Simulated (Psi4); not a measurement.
Psi4 input wanted

InHCl: 3 atoms, total charge 0, spin state quartet. SMILES of the parent species: `[Cl][InH]`. Geometry: relaxed at PBE0-D4/def2-TZVP. That shape belongs to the parent species and isn't relaxed for this state.

```tsv
atom	x (Å)	y (Å)	z (Å)
Cl	-1.6498	0.3968	-0.8674
In	0.4095	0.5424	0.2861
H	1.2294	-1.0039	0.5681
```

Settings wanted:

```
task                          : energy
method                        : DFT
functional                    : HSE06
dispersion                    : none
basis set                     : def2-TZVPP
reference                     : UKS
relativity                    : none
integrals                     : pk
core potential                : def2
frozen core orbitals          : 0
integration grid              : 99 radial × 590 angular
symmetry                      : c1
threads                       : 1
SCF convergence threshold     : 1e-09
density convergence threshold : 1e-08
iteration cap                 : 100
```

Q: Give a Psi4 1.11 job that does this.

A: One that was run (others would do as well):

input.json:
```json
{
 "schema_name": "qcschema_input",
 "schema_version": 1,
 "molecule": {
  "schema_name": "qcschema_molecule",
  "schema_version": 2,
  "symbols": ["Cl", "In", "H"],
  "geometry": [-3.11767016, 0.74984333, -1.63914844, 0.77384285, 1.02498745, 0.54065064, 2.3232293, -1.89709606, 1.07355341],
  "molecular_charge": 0,
  "molecular_multiplicity": 4,
  "fix_symmetry": "c1"
 },
 "driver": "energy",
 "model": {
  "method": "hse06",
  "basis": "def2-TZVPP"
 },
 "keywords": {
  "reference": "uks",
  "puream": true,
  "e_convergence": 1e-09,
  "d_convergence": 1e-08,
  "scf_type": "pk",
  "dft_radial_points": 99,
  "dft_spherical_points": 590,
  "maxiter": 100
 }
}
```

```bash
$ psi4 --qcschema input.json -n 1 --memory 2200MB
```

Calculated total energy: -650.65037 Eh. Without diffuse functions such a state is poorly described.
